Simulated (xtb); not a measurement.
LaCl2, SMILES [Cl][La+][Cl], charge +1. All values are semi-empirical tight-binding results from xtb (GFN2-xTB unless named), good for trends rather than for accurate numbers. Geometry optimised at GFN2-xTB. The spin state was assumed, not searched. The isomer is the one that the SMILES or the coordinates give; other isomers of the formula were not compared.

For metal compounds this method's bond lengths and energies can be far off.

Question: Estimate the properties. (Estimate from the structure and the level; the computed values follow.)

Answer: 
| Quantity | Value |
|---|---|
| point group as xtb finds it | C2v |
| orbital gap | 1.62 eV |
| zero-point energy | 0.8 kcal/mol |
| G − E(el) at 298.15 K (modified RRHO) | -18.4 kcal/mol |
